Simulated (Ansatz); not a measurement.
Correlation energies of `[NH2][Al]([NH2])[O][SiH3]` by basis set

```json
{"atom": "N1", "x (Å)": "0.500", "y (Å)": "0.135", "z (Å)": "2.241"}
{"atom": "Al2", "x (Å)": "-0.040", "y (Å)": "0.582", "z (Å)": "0.625"}
{"atom": "N3", "x (Å)": "-0.663", "y (Å)": "2.188", "z (Å)": "0.257"}
{"atom": "O4", "x (Å)": "0.043", "y (Å)": "-0.563", "z (Å)": "-0.609"}
{"atom": "Si5", "x (Å)": "0.118", "y (Å)": "-1.663", "z (Å)": "-1.789"}
{"atom": "H6", "x (Å)": "0.494", "y (Å)": "0.735", "z (Å)": "3.048"}
{"atom": "H7", "x (Å)": "0.859", "y (Å)": "-0.773", "z (Å)": "2.483"}
{"atom": "H8", "x (Å)": "-0.757", "y (Å)": "2.945", "z (Å)": "0.912"}
{"atom": "H9", "x (Å)": "-0.981", "y (Å)": "2.472", "z (Å)": "-0.654"}
{"atom": "H10", "x (Å)": "-0.144", "y (Å)": "-3.027", "z (Å)": "-1.252"}
{"atom": "H11", "x (Å)": "-0.894", "y (Å)": "-1.374", "z (Å)": "-2.842"}
{"atom": "H12", "x (Å)": "1.466", "y (Å)": "-1.659", "z (Å)": "-2.420"}
```

Total charge 0; spin multiplicity 1. All single points use the PBE0-D4/def2-TZVP geometry. It is one conformer, not always the lowest. Frozen core, restricted reference, Ansatz 0.2.0. CBS rows extrapolate triple and quadruple zeta; past MP2 they add the triple-zeta difference.

```json
{"basis": "def2-SVP", "HF (Eh)": "-718.56074", "MP2 corr.": "-0.68277", "CCSD corr.": "-0.73104", "(T)": "?", "CCSD(T) total": "?"}
{"basis": "def2-TZVPP", "HF (Eh)": "-718.99211", "MP2 corr.": "-0.86514", "CCSD corr.": "-0.90445", "(T)": "?", "CCSD(T) total": "?"}
{"basis": "def2-QZVPP", "HF (Eh)": "-719.01930", "MP2 corr.": "-0.93107", "CCSD corr.": "–", "(T)": "–", "CCSD(T) total": "–"}
{"basis": "CBS(def2)", "HF (Eh)": "-719.02305", "MP2 corr.": "?", "CCSD corr.": "?", "(T)": "as TZ", "CCSD(T) total": "?"}
```

Q: Fill in the withheld values. (Best estimate.)

A: The calculation gave: def2-SVP (T): -0.01615; def2-SVP CCSD(T) total: -719.30793; def2-TZVPP (T): -0.03156; def2-TZVPP CCSD(T) total: -719.92812; CBS(def2) MP2 corr.: -0.97990; CBS(def2) CCSD corr.: -1.01922; CBS(def2) CCSD(T) total: -720.07383.
